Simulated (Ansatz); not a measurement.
Several settings on one geometry of the cluster Li6N2 (that of the charge 0 singlet, r2SCAN-D4/def2-TZVP). Ansatz on 4 threads of Arm Neoverse V2 on a shared host; times are rough.

```xyz
8

Li   -1.2155   -0.4170   -0.5834
Li    0.7586   -1.9179   -2.4875
Li    1.2441    0.4617   -0.4970
Li   -0.8454    2.4032   -0.4222
Li    0.6690   -1.9369    0.6456
Li   -0.3384    0.7364    2.1981
N     0.0877   -0.3112    0.7692
N    -0.3601    0.9817    0.3773
```

Totals from different functionals, basis sets or treatments of relativity can't be compared as stabilities.

The 6-31G sets use Cartesian d functions.

The spins typed aren't always the lowest for that charge.

**Question.** Give the basis size and estimate the energy, ⟨S²⟩ and time of these runs.

```csv
run,method,charge,state,further keys
1,ROKS PBEsol-D4/6-31G*,1,doublet,nuclear_model: gaussian; forces asked
2,RKS BLYP/def2-SVP,0,singlet,scf: {omitted_lower_state_checks: [starts]}
3,RKS LDA (SPW92)/def2-mTZVP,0,singlet,scf: {lower_state_search: off}; forces asked
```

**Answer.** 
| run | functions | energy (Eh) | ⟨S²⟩ | wall time |
| --- | --- | --- | --- | --- |
| 1 | 120 | -153.4621 | – | 28 s |
| 2 | 82 | -154.5153 | – | 1.1 s |
| 3 | 86 | -153.0173 | – | 0.6 s |

The restricted singlet is unstable towards broken spin symmetry in Hartree–Fock (as tested in another run); at RKS BLYP/def2-SVP, RKS LDA (SPW92)/def2-mTZVP this wasn't settled.
